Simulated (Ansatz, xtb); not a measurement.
C2H5BrSi: where a starting geometry ends

The starting geometry of this gas-phase triplet was built from a drawn formula by distance geometry and a force field; its bonds are those of `C[C@H]([SiH])Br`.

```tsv
atom	x (Å)	y (Å)	z (Å)
C	-1.3044	2.2399	0.2585
C	-0.2077	1.2575	0.3314
Br	-0.9931	-0.5519	0.2028
Si	1.1449	1.3089	-1.0034
H	-0.9073	3.2777	0.2872
H	-1.8074	2.2197	-0.7321
H	-2.0100	2.0953	1.0521
H	0.2770	1.2617	1.3356
H	2.3910	0.5894	-0.5430
```

Question: Where would you expect an optimisation with r2SCAN-D4/def2-SVP to take it?

Answer: It keeps its bonds, and is `C[C@H]([SiH])Br`.

The energy falls by 0.15 eV over 9 steps:

```tsv
step	E − E(last) (eV)
1	0.148
2	0.027
3	0.014
4	0.007
5	0.003
6	0.001
7	0.000
8	0.000
9	0.000
```

Final geometry (Å):

```json
{"atom": "C", "x (Å)": "-1.3212", "y (Å)": "2.2691", "z (Å)": "0.2207"}
{"atom": "C", "x (Å)": "-0.1857", "y (Å)": "1.2798", "z (Å)": "0.4016"}
{"atom": "Br", "x (Å)": "-0.8702", "y (Å)": "-0.5936", "z (Å)": "0.2586"}
{"atom": "Si", "x (Å)": "1.2614", "y (Å)": "1.4533", "z (Å)": "-0.8310"}
{"atom": "H", "x (Å)": "-0.9401", "y (Å)": "3.2952", "z (Å)": "0.3608"}
{"atom": "H", "x (Å)": "-1.7614", "y (Å)": "2.2002", "z (Å)": "-0.7853"}
{"atom": "H", "x (Å)": "-2.1175", "y (Å)": "2.0951", "z (Å)": "0.9603"}
{"atom": "H", "x (Å)": "0.2097", "y (Å)": "1.3142", "z (Å)": "1.4293"}
{"atom": "H", "x (Å)": "2.3080", "y (Å)": "0.3847", "z (Å)": "-0.8259"}
```

From the same start GFN2-xTB ends elsewhere, differing in C2–Br3 (3.37 against 2.00 Å here), Br3–Si4 (2.27 against 3.15 Å here).

The end wasn't checked by frequencies. Open shells are spin-unrestricted. The triplet needn't be the ground state. Run with Ansatz 0.2.0, 89 s on 2 threads of Arm Neoverse V1, with other jobs on the host.
